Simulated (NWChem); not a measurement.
System: C₄H₄N₂; SMILES C=C1N=CN=C1

Input file for NWChem:

```
start job
memory heap 200 mb stack 900 mb global 1100 mb
geometry units angstroms noautoz
  C      0.051537    -2.053571     0.000000
  C      0.002032    -0.711557     0.000000
  C      1.121358     0.247235     0.000000
  N      0.668457     1.462090     0.000000
  C     -0.745589     1.273540     0.000000
  N     -1.184930     0.054646     0.000000
  H     -0.860990    -2.641249     0.000000
  H      0.999714    -2.582679     0.000000
  H      2.181296     0.010715     0.000000
  H     -1.397906     2.140610     0.000000
end
basis spherical
  * library def2-tzvp
end
dft
  xc pw6b95
  iterations 150
  semidirect filesize 400000000
  mulliken
end
task dft energy
```

NWChem printed, in part:

```
             Northwest Computational Chemistry Package (NWChem) 7.3.0
             --------------------------------------------------------

 CS  symmetry detected

                             Geometry "geometry" -> ""
                             -------------------------

 Output coordinates in angstroms (scale by  1.889725989 to convert to a.u.)

  No.       Tag          Charge          X              Y              Z
 ---- ---------------- ---------- -------------- -------------- --------------
    1 C                    6.0000     0.05933389    -2.05529996     0.00000000
    2 C                    6.0000     0.00655972    -0.71341054     0.00000000
    3 C                    6.0000     1.12354666     0.24810543     0.00000000
    4 N                    7.0000     0.66768746     1.46185350     0.00000000
    5 C                    6.0000    -0.74589501     1.26985927     0.00000000
    6 N                    7.0000    -1.18226533     0.04989860     0.00000000
    7 H                    1.0000    -0.85175875    -2.64519925     0.00000000
    8 H                    1.0000     1.00879705    -2.58209651     0.00000000
    9 H                    1.0000     2.18405770     0.01416828     0.00000000
   10 H                    1.0000    -1.40032237     2.13533757     0.00000000

 Effective nuclear repulsion energy (a.u.)     205.4974600050

      Symmetry information
      --------------------

 Group name             Cs
 Group number              2
 Group order               2
 No. of unique centers    10

                                 NWChem DFT Module
                                 -----------------

 Summary of "ao basis" -> "ao basis" (spherical)
 ------------------------------------------------------------------------------
       Tag                 Description            Shells   Functions and Types
 ---------------- ------------------------------  ------  ---------------------
 C                         def2-tzvp                11       31   5s3p2d1f
 N                         def2-tzvp                11       31   5s3p2d1f
 H                         def2-tzvp                 4        6   3s1p

      Symmetry analysis of basis
      --------------------------

        a'        146
        a"         64

            General Information
            -------------------
          SCF calculation type: DFT
          Wavefunction type:  closed shell.
          No. of atoms     :    10
          No. of electrons :    42
           Alpha electrons :    21
            Beta electrons :    21
          Charge           :     0
          Spin multiplicity:     1
          Use of symmetry is: on ; symmetry adaption is: on
          Maximum number of iterations: 150
          AO basis - number of functions:   210
                     number of shells:    82
          Convergence on energy requested:  1.00D-06
          Convergence on density requested:  1.00D-05
          Convergence on gradient requested:  5.00D-04

              XC Information
              --------------
                       PW6B95 Method XC Functional
                     Hartree-Fock (Exact) Exchange  0.280
                    PW6B95 GGA Exchange Functional  0.720
                      PW6B95 Correlation Potential  1.000

             Grid Information
             ----------------
          Grid used for XC integration:  medium
          Radial quadrature: Mura-Knowles
          Angular quadrature: Lebedev.
          Tag              B.-S. Rad. Rad. Pts. Rad. Cut. Ang. Pts.
          ---              ---------- --------- --------- ---------
          C                   0.70       49          12.0       434
          N                   0.65       49          12.0       434
          H                   0.35       45          13.0       434
          Grid pruning is: on
          Number of quadrature shells:   474
          Spatial weights used:  Erf1

      Superposition of Atomic Density Guess
      -------------------------------------

 Sum of atomic energies:        -261.30765323

      Non-variational initial energy
      ------------------------------

 Total energy =    -265.027682
 1-e energy   =    -758.879705
 2-e energy   =     288.354563
 HOMO         =      -0.307741
 LUMO         =      -0.106466

      Symmetry analysis of molecular orbitals - initial
      -------------------------------------------------

  Numbering of irreducible representations:

     1 a'          2 a"

  Orbital symmetries:

     1 a'          2 a'          3 a'          4 a'          5 a'
     6 a'          7 a'          8 a'          9 a'         10 a'
    11 a'         12 a'         13 a'         14 a"         15 a'
    16 a'         17 a'         18 a"         19 a'         20 a'
    21 a"         22 a"         23 a"         24 a"         25 a'
    26 a'         27 a'         28 a'         29 a'         30 a'
    31 a'

------------------------------------------------------------
EAF file 0: "./job.aoints.0" size=665845760 bytes
------------------------------------------------------------
               write      read    awrite     aread      wait
               -----      ----    ------     -----      ----
     calls:     1270         0         0         0         0
   data(b): 6.66e+08  0.00e+00  0.00e+00  0.00e+00
   time(s): 0.00e+00  0.00e+00  0.00e+00  0.00e+00  0.00e+00
rate(mb/s): 0.00e+00  0.00e+00
------------------------------------------------------------

     ---------------------------------------------
      Total Density - Mulliken Population Analysis
     ---------------------------------------------

    Atom       Charge   Shell Charges
 -----------   ------   -------------------------------------------------------
    1 C    6     6.29   0.86  1.12  0.57  0.67  0.14  1.18  1.23  0.46  0.01  0.03  0.01
    2 C    6     5.76   0.86  1.12  0.56  0.61  0.05  1.13  1.16  0.13  0.03  0.10  0.01
    3 C    6     5.78   0.86  1.12  0.56  0.59  0.13  1.07  1.03  0.32  0.03  0.07  0.01
    4 N    7     7.58   0.82  1.15  0.60  0.90  0.19  1.49  1.75  0.62  0.01  0.05  0.00
    5 C    6     5.60   0.86  1.12  0.56  0.58  0.09  1.02  0.98  0.27  0.03  0.08  0.01
    6 N    7     7.64   0.82  1.15  0.60  0.89  0.20  1.52  1.76  0.63  0.01  0.05  0.00
    7 H    1     0.84   0.24  0.45  0.13  0.02
    8 H    1     0.83   0.24  0.45  0.12  0.02
    9 H    1     0.84   0.24  0.45  0.13  0.02
   10 H    1     0.85   0.24  0.46  0.13  0.02

   convergence    iter        energy       DeltaE   RMS-Dens  Diis-err
 ---------------- ----- ----------------- --------- --------- ---------
 d= 0,ls=0.0,diis     1   -264.6169099139 -4.70D+02  5.04D-03  9.34D-01
 d= 0,ls=0.0,diis     2   -264.5779710300  3.89D-02  3.14D-03  1.28D+00
 d= 0,ls=0.0,diis     3   -264.7029813666 -1.25D-01  1.05D-03  1.22D-01
 d= 0,ls=0.0,diis     4   -264.7149879652 -1.20D-02  3.14D-04  7.25D-03
 d= 0,ls=0.0,diis     5   -264.7157412305 -7.53D-04  1.24D-04  1.28D-03
  Resetting Diis
 d= 0,ls=0.0,diis     6   -264.7158674434 -1.26D-04  4.56D-05  2.43D-04
 d= 0,ls=0.0,diis     7   -264.7158963191 -2.89D-05  2.06D-05  1.21D-05
 d= 0,ls=0.0,diis     8   -264.7158934532  2.87D-06  1.30D-05  3.57D-05
 d= 0,ls=0.0,diis     9   -264.7158977926 -4.34D-06  2.96D-06  8.59D-07
 d= 0,ls=0.0,diis    10   -264.7158978891 -9.64D-08  7.70D-07  3.30D-08

         Total DFT energy =     -264.715897889054
      One electron energy =     -763.172570413577
           Coulomb energy =      330.306104155899
    Exchange-Corr. energy =      -37.346891636379
 Nuclear repulsion energy =      205.497460005003

 Numeric. integr. density =       41.999997044276

                  Occupations of the irreducible representations
                  ----------------------------------------------

                     irrep           alpha         beta
                     --------     --------     --------
                     a'               18.0         18.0
                     a"                3.0          3.0

                       DFT Final Molecular Orbital Analysis
                       ------------------------------------

 Vector   19  Occ=2.000000D+00  E=-3.243902D-01  Symmetry=a"
              MO Center=  2.1D-01, -2.6D-02, -1.0D-16, r^2= 3.1D+00
   Bfn.  Coefficient  Atom+Function         Bfn.  Coefficient  Atom+Function
  ----- ------------  ---------------      ----- ------------  ---------------
   101      0.264501   4 N  pz              104      0.231226   4 N  pz
    39     -0.198564   2 C  pz                8     -0.194696   1 C  pz
    42     -0.176012   2 C  pz               11     -0.173720   1 C  pz
   163     -0.147102   6 N  pz              107      0.146034   4 N  pz
    70      0.144508   3 C  pz              166     -0.130173   6 N  pz

 Vector   20  Occ=2.000000D+00  E=-2.999927D-01  Symmetry=a'
              MO Center= -2.0D-01,  8.1D-01, -1.4D-15, r^2= 2.7D+00
   Bfn.  Coefficient  Atom+Function         Bfn.  Coefficient  Atom+Function
  ----- ------------  ---------------      ----- ------------  ---------------
   161      0.256821   6 N  px              100      0.236667   4 N  py
   164      0.210195   6 N  px               99      0.207854   4 N  px
   103      0.191118   4 N  py              167      0.181344   6 N  px
   102      0.178095   4 N  px              106      0.164457   4 N  py
   159     -0.152376   6 N  s                44     -0.147616   2 C  py

 Vector   21  Occ=2.000000D+00  E=-2.975236D-01  Symmetry=a"
              MO Center= -2.7D-01, -8.1D-02,  8.5D-16, r^2= 2.9D+00
   Bfn.  Coefficient  Atom+Function         Bfn.  Coefficient  Atom+Function
  ----- ------------  ---------------      ----- ------------  ---------------
   163      0.241416   6 N  pz              132      0.222809   5 C  pz
   166      0.209916   6 N  pz              135      0.198670   5 C  pz
     8     -0.182789   1 C  pz               70     -0.183213   3 C  pz
    11     -0.165129   1 C  pz               73     -0.165287   3 C  pz
    39     -0.138701   2 C  pz              169      0.137587   6 N  pz

 Vector   22  Occ=0.000000D+00  E=-1.003039D-01  Symmetry=a"
              MO Center=  1.4D-01, -4.7D-01, -1.2D-15, r^2= 3.9D+00
   Bfn.  Coefficient  Atom+Function         Bfn.  Coefficient  Atom+Function
  ----- ------------  ---------------      ----- ------------  ---------------
    14      0.341328   1 C  pz                8      0.276777   1 C  pz
    11      0.252970   1 C  pz               70     -0.212412   3 C  pz
    73     -0.207376   3 C  pz               76     -0.195990   3 C  pz
   138      0.191871   5 C  pz              132      0.177293   5 C  pz
    45     -0.167648   2 C  pz              135      0.164003   5 C  pz

 Vector   23  Occ=0.000000D+00  E= 4.098802D-02  Symmetry=a"
              MO Center= -6.1D-02,  9.0D-01,  3.6D-14, r^2= 2.9D+00
   Bfn.  Coefficient  Atom+Function         Bfn.  Coefficient  Atom+Function
  ----- ------------  ---------------      ----- ------------  ---------------
   138     -0.555951   5 C  pz              107      0.536251   4 N  pz
    76     -0.456239   3 C  pz              169      0.333481   6 N  pz
   101      0.295248   4 N  pz              135     -0.292918   5 C  pz
   132     -0.281593   5 C  pz              104      0.237418   4 N  pz
   163      0.196612   6 N  pz               70     -0.167112   3 C  pz

 Vector   24  Occ=0.000000D+00  E= 5.945470D-02  Symmetry=a'
              MO Center=  1.5D+00, -1.9D+00, -2.8D-15, r^2= 5.6D+00
   Bfn.  Coefficient  Atom+Function         Bfn.  Coefficient  Atom+Function
  ----- ------------  ---------------      ----- ------------  ---------------
   201     -2.180024   9 H  s                 5      2.069867   1 C  s
   195     -1.909418   8 H  s                74      1.560384   3 C  px
   189     -1.005306   7 H  s                 4      0.928662   1 C  s
    35     -0.604767   2 C  s                41      0.501117   2 C  py
    44      0.489720   2 C  py               98      0.452570   4 N  s

------------------------------------------------------------
EAF file 0: "./job.aoints.0" size=817364992 bytes
------------------------------------------------------------
               write      read    awrite     aread      wait
               -----      ----    ------     -----      ----
     calls:     1559         9         0     14022     14022
   data(b): 8.17e+08  4.72e+06  0.00e+00  7.35e+09
   time(s): 0.00e+00  0.00e+00  0.00e+00  0.00e+00  0.00e+00
rate(mb/s): 0.00e+00  0.00e+00
------------------------------------------------------------

     ---------------------------------------------
      Total Density - Mulliken Population Analysis
     ---------------------------------------------

    Atom       Charge   Shell Charges
 -----------   ------   -------------------------------------------------------
    1 C    6     6.21   0.86  1.11  0.55  0.63  0.13  1.30  1.17  0.42  0.01  0.03  0.00
    2 C    6     5.87   0.86  1.11  0.53  0.65  0.05  1.30  1.12  0.10  0.03  0.12  0.01
    3 C    6     6.08   0.86  1.11  0.54  0.57  0.17  1.29  1.10  0.32  0.03  0.08  0.01
    4 N    7     7.21   0.82  1.15  0.58  0.87  0.17  1.49  1.52  0.55  0.01  0.05  0.00
    5 C    6     5.94   0.86  1.11  0.55  0.57  0.09  1.27  1.08  0.28  0.03  0.09  0.01
    6 N    7     7.23   0.82  1.15  0.58  0.86  0.18  1.50  1.51  0.56  0.01  0.05  0.00
    7 H    1     0.85   0.27  0.46  0.09  0.02
    8 H    1     0.86   0.28  0.47  0.09  0.02
    9 H    1     0.87   0.28  0.47  0.10  0.02
   10 H    1     0.87   0.28  0.48  0.10  0.02

     -------------------------------------------
      Total Density - Lowdin Population Analysis
     -------------------------------------------

    Atom       Charge   Shell Charges
 -----------   ------   -------------------------------------------------------
    1 C    6     6.07   0.91  1.03  0.38  0.36  0.18  1.11  1.28  0.58  0.02  0.20  0.03
    2 C    6     6.27   0.91  1.03  0.34  0.30  0.15  1.10  1.21  0.53  0.04  0.57  0.08
    3 C    6     6.17   0.91  1.03  0.36  0.32  0.17  1.10  1.20  0.51  0.04  0.44  0.07
    4 N    7     6.90   0.89  1.06  0.45  0.45  0.25  1.32  1.52  0.73  0.01  0.19  0.02
    5 C    6     6.24   0.92  1.03  0.38  0.32  0.17  1.09  1.18  0.52  0.05  0.52  0.08
    6 N    7     6.88   0.89  1.06  0.44  0.44  0.24  1.33  1.52  0.73  0.01  0.19  0.02
    7 H    1     0.86   0.26  0.38  0.16  0.06
    8 H    1     0.87   0.26  0.39  0.16  0.06
    9 H    1     0.86   0.26  0.39  0.16  0.06
   10 H    1     0.87   0.26  0.39  0.16  0.06

     Multipole analysis of the density
     ---------------------------------

     L   x y z        total         alpha         beta         nuclear
     -   - - -        -----         -----         ----         -------
     0   0 0 0     -0.000000    -21.000000    -21.000000     42.000000

     1   1 0 0      0.465475      0.232738      0.232738     -0.000000
     1   0 1 0     -0.876656     -0.438328     -0.438328     -0.000000
     1   0 0 1     -0.000000     -0.000000     -0.000000      0.000000

     2   2 0 0    -26.010480    -70.700712    -70.700712    115.390945
     2   1 1 0     -3.664103      1.135138      1.135138     -5.934378
     2   1 0 1      0.000000      0.000000      0.000000      0.000000
     2   0 2 0    -23.111477   -139.479432   -139.479432    255.847388
     2   0 1 1      0.000000      0.000000      0.000000      0.000000
     2   0 0 2    -26.793130    -13.396565    -13.396565      0.000000
```

Level: PW6B95/def2-TZVP. The geometry was optimised at B3LYP/6-31G* (spherical d).
